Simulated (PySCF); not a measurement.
**First hyperpolarisability: 1-ethynyl-4-fluorobenzene (C#Cc1ccc(F)cc1, C$_{8}$H$_{5}$F)**

Geometry:
```json
{"atom": "C1", "x (Å)": "3.433", "y (Å)": "-0.761", "z (Å)": "-0.267"}
{"atom": "C2", "x (Å)": "2.249", "y (Å)": "-0.498", "z (Å)": "-0.223"}
{"atom": "C3", "x (Å)": "0.856", "y (Å)": "-0.187", "z (Å)": "-0.173"}
{"atom": "C4", "x (Å)": "0.388", "y (Å)": "1.073", "z (Å)": "-0.587"}
{"atom": "C5", "x (Å)": "-0.966", "y (Å)": "1.378", "z (Å)": "-0.541"}
{"atom": "C6", "x (Å)": "-1.859", "y (Å)": "0.418", "z (Å)": "-0.079"}
{"atom": "F7", "x (Å)": "-3.156", "y (Å)": "0.706", "z (Å)": "-0.034"}
{"atom": "C8", "x (Å)": "-1.429", "y (Å)": "-0.837", "z (Å)": "0.338"}
{"atom": "C9", "x (Å)": "-0.072", "y (Å)": "-1.136", "z (Å)": "0.290"}
{"atom": "H10", "x (Å)": "4.480", "y (Å)": "-0.994", "z (Å)": "-0.305"}
{"atom": "H11", "x (Å)": "1.103", "y (Å)": "1.815", "z (Å)": "-0.947"}
{"atom": "H12", "x (Å)": "-1.344", "y (Å)": "2.351", "z (Å)": "-0.858"}
{"atom": "H13", "x (Å)": "-2.161", "y (Å)": "-1.563", "z (Å)": "0.695"}
{"atom": "H14", "x (Å)": "0.283", "y (Å)": "-2.116", "z (Å)": "0.612"}
```

The calculation used quadratic response CAM-B3LYP/aug-cc-pVDZ first hyperpolarisability, Taylor convention, gas phase in PySCF. Geometry: PBE0-D3(BJ)/def2-SVP.

(1) What is the first hyperpolarisability, and how does it disperse?

(2) Which lowest excitations, dipole and polarisabilities go with it?

## Answers

(1) In 10⁻³⁰ esu, Taylor convention; the vector part is βᵢ = ⅓ Σⱼ (βᵢⱼⱼ + βⱼᵢⱼ + βⱼⱼᵢ); β∥ is 3/5 of the vector part along the dipole, the dipole points from − to +:
```
                   process  λ (nm)  β vector norm     β∥  β HRS  depolarisation ratio
           static β(0;0,0)       ∞           3.58  -2.15   1.44                  5.52
second harmonic β(−2ω;ω,ω)    1907           3.75  -2.25   1.51                  5.48
         Pockels β(−ω;ω,0)    1907           3.64  -2.18      –                     –
second harmonic β(−2ω;ω,ω)    1064           4.21  -2.52   1.70                  5.39
         Pockels β(−ω;ω,0)    1064           3.77  -2.26      –                     –
```

(2) S1 5.07 eV (f = 0.008); S2 5.25 eV (f = 0.299); S3 5.68 eV (f = 0.000); dipole 0.74 D; isotropic α 96.1 au static, 96.5 au at 1907 nm, 97.5 au at 1064 nm, 97.9 au at 953.5 nm, 102.6 au at 532 nm.
